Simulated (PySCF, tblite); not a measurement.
Isomers of [C7H6FS]+ (charge +1). Level: GFN2-xTB in tblite, geometry and Hessian alike; calculated harmonic values, unscaled, isolated species. Errors from tens to a few hundred cm⁻¹ against measured bands are possible. One conformer each.

Electronic energies: PBE0/pcSseg-1 single points on the GFN2-xTB geometries (PySCF, gas phase).

| SMILES | electronic energy, lowest = 0 (kcal/mol) |
| --- | --- |
| C=C(F)c1cc[s+]cc1 | 0.0 |
| C=C1SC[c+]2c(CF)c21 | 75.5 |
| C=Cc1cccc(F)[s+]1 | 5.6 |
| C#CC1=C[CH+]C[C@@H](F)S1 | 45.5 |

Problem. How do GFN2-xTB zero-point energies change the relative energies?

Solution. 
```tsv
SMILES	ZPE (kcal/mol)	of it from modes above 1550 cm⁻¹	electronic (kcal/mol)	with ZPE, lowest = 0 (kcal/mol)	lowest mode (cm⁻¹)	rings
C=C(F)c1cc[s+]cc1	66.2	28.9	0.0	0.0	40	1
C=Cc1cccc(F)[s+]1	66.1	31.1	5.6	5.5	52	1
C#CC1=C[CH+]C[C@@H](F)S1	65.3	31.6	45.5	44.6	67	1
C=C1SC[c+]2c(CF)c21	64.0	30.5	75.5	73.2	55	2
```

The zero-point energies span 2.2 kcal/mol, from `C=C1SC[c+]2c(CF)c21` to `C=C(F)c1cc[s+]cc1`. The order is unchanged.

Problem. And how do the electronic energies of GFN2-xTB itself compare?

Solution. `C=C(F)c1cc[s+]cc1` 0.0; `C=Cc1cccc(F)[s+]1` 4.8; `C#CC1=C[CH+]C[C@@H](F)S1` 32.7; `C=C1SC[c+]2c(CF)c21` 69.2 kcal/mol, lowest = 0. Against the energies above, taken from the same isomer `C=C(F)c1cc[s+]cc1`, the largest difference is 12.8 kcal/mol.

Problem. What do entropy and thermal enthalpy add at 298.15 K and 1 bar (rigid rotor, harmonic oscillator, one conformer each)?

Solution. 
```csv
SMILES,point group,symmetry number,S (cal/(mol K)),H − H(0) (kcal/mol),ZPE + H − H(0) − TS (kcal/mol)
C=C(F)c1cc[s+]cc1,Cs,1,90.6,5.74,44.9
C=Cc1cccc(F)[s+]1,Cs,1,91.2,5.92,44.9
C#CC1=C[CH+]C[C@@H](F)S1,C1,1,92.6,6.15,43.8
C=C1SC[c+]2c(CF)c21,Cs,1,94.6,6.28,42.0
```
